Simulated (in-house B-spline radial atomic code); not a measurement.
Kr IV (Kr3+): [Ar] 3d10 4s2 4p3

Computed with a B-spline radial code for spherical atoms: non-relativistic RPBE, spin-polarised, spherical fractional occupations, point nucleus.

Z_r = [3n² - l(l+1)]/(2<r>); Z_e = n√(-2ε); the last column is Slater's effective charge. Values are occupation-weighted means over spin.

| shell | electrons | ε (eV) | <r> (bohr) | Z_r | Z_e | Slater |
| --- | --- | --- | --- | --- | --- | --- |
| 1s | 2 | -13942 | 0.04245 | 35.34 | 32.01 | 35.70 |
| 2s | 2 | -1846.8 | 0.1878 | 31.95 | 23.30 | 31.85 |
| 2p | 6 | -1674.2 | 0.1619 | 30.89 | 22.19 | 31.85 |
| 3s | 2 | -294.48 | 0.5409 | 24.96 | 13.96 | 24.75 |
| 3p | 6 | -233.13 | 0.5446 | 22.95 | 12.42 | 24.75 |
| 3d | 10 | -123.24 | 0.5513 | 19.04 | 9.03 | 14.85 |
| 4s | 2 | -57.381 | 1.491 | 16.10 | 8.21 | 9.30 |
| 4p | 3 | -44.611 | 1.662 | 13.84 | 7.24 | 9.30 |

The least bound orbital is 4p up at -44.61 eV, and it is also the most diffuse (<r> = 1.662 bohr).
